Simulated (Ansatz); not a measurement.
Total energies of CH4ClF2NOW, SMILES `C[N]=[W]([OH])([F])([F])[Cl]`.

```xyz
11

C     1.014   -1.421   -0.823
N     0.329   -0.403   -0.134
W    -0.692    0.693    0.760
O    -0.265    2.263   -0.148
F     0.134    0.381    2.391
F    -1.902    1.750    1.808
Cl   -2.582   -0.375    0.046
H     1.675   -1.971   -0.146
H     0.293   -2.125   -1.255
H     1.617   -1.005   -1.637
H     0.378    2.211   -0.861
```

Charge 0, multiplicity 1. Correlated methods include outer-core shells of W, which these sets cover unevenly. W takes the def2 core potential. The geometry is a stationary point of PBE0-D4/def2-TZVP. It is one conformer, not always the lowest. Basis def2-TZVPP, Ansatz 0.2.0.

RPA on PBE orbitals: Hartree–Fock energy of these orbitals -894.50653 Eh, correlation -2.71282 Eh (frozen core).

```tsv
functional	energy without D4 (Eh)	D4 term (kJ/mol)
LDA (SPW92)	-893.69780	–
revPBE	-897.75574	-78.6
BLYP	-897.82075	-62.4
B97M-V	-897.66388	–
PBE0	-897.33127	-25.2
B3LYP	-897.91768	-47.3
r2SCAN0	-897.59266	-8.7
HSE06 (plane-wave form)	-897.30709	-23.7
B2PLYP	-897.41051	–
PBE-QIDH	-897.10527	–
```

Task: Give the same for PBE, r2SCAN, r2SCANh, BHLYP, CAM-B3LYP, LC-ωPBE, ωB97X-V, ωB97M-V. (Estimate.)

Result: The calculation gave: 
```csv
functional,energy without D4 (Eh),D4 term (kJ/mol)
PBE,-897.36669,-29.4
r2SCAN,-897.73116,-7.3
r2SCANh,-897.67462,-7.8
BHLYP,-897.55077,-39.7
CAM-B3LYP,-897.72363,-25.9
LC-ωPBE,-897.54662,–
ωB97X-V,-897.64189,–
ωB97M-V,-897.64510,–
```

B3LYP takes the VWN-RPA correlation (the form of Gaussian; ORCA's B3LYP/G). HSE06 is the plane-wave form, built on full-range PBE exchange. The double hybrids freeze the cores in their second-order part.

LC-ωPBE has ω = 0.4 bohr⁻¹.
